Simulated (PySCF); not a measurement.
Pb(Br)(OH), HBrOPb, SMILES [OH][Pb][Br], singlet, B3LYP/def2-SVP optimised geometry.

```
4

Pb    -0.75    -1.19     0.00
Br     1.91    -1.19     0.00
O     -0.98     0.92     0.00
H     -1.91     1.19     0.00
```

Density from B3LYP/def2-TZVP, def2 effective core potentials past Kr run with PySCF at that geometry. The core electrons that the potentials of Pb replace are not part of the density.

Minimum of the electron density along straight lines between bonded atoms, close to the bond critical point (lines longer than 1.1 times the sum of covalent radii, or with two minima, are not listed):

```json
[
 {"bond": "Pb1–Br2", "length / Å": "2.657", "ρ at the minimum / e bohr⁻³": "0.062", "∇²ρ there / e bohr⁻⁵": "0.11", "position (fraction from the first atom)": "0.48"},
 {"bond": "Pb1–O3", "length / Å": "2.120", "ρ at the minimum / e bohr⁻³": "0.100", "∇²ρ there / e bohr⁻⁵": "0.37", "position (fraction from the first atom)": "0.53"},
 {"bond": "O3–H4", "length / Å": "0.970", "ρ at the minimum / e bohr⁻³": "0.351", "∇²ρ there / e bohr⁻⁵": "-2.24", "position (fraction from the first atom)": "0.79"}
]
```
